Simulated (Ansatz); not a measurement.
3-bromobuta-1,2-diene (C4H5Br), SMILES C=C=C(C)Br.

Geometry optimised at B3LYP-D3(BJ)/def2-SVP.

Two levels are set side by side: PBE/def2-SVPD (Ansatz, an electronic-structure program) and CAM-B3LYP/def2-SVPD (Ansatz). Energy differences of separate SCF runs at the same geometry; the states with an electron removed or added have multiplicity 2 and 2. Differences are taken from unrounded values.

```json
[
 {"quantity": "vertical ionisation energy (eV)", "PBE": "8.86"},
 {"quantity": "vertical singlet–triplet gap (eV)", "PBE": "3.68"}
]
```

Problem. These are the PBE values. What does CAM-B3LYP give? (An estimate is asked for; the answer gives what the named calculation found.)

Solution. 
```tsv
quantity	CAM-B3LYP	PBE minus CAM-B3LYP
vertical ionisation energy (eV)	9.21	-0.34
vertical singlet–triplet gap (eV)	4.09	-0.41
```
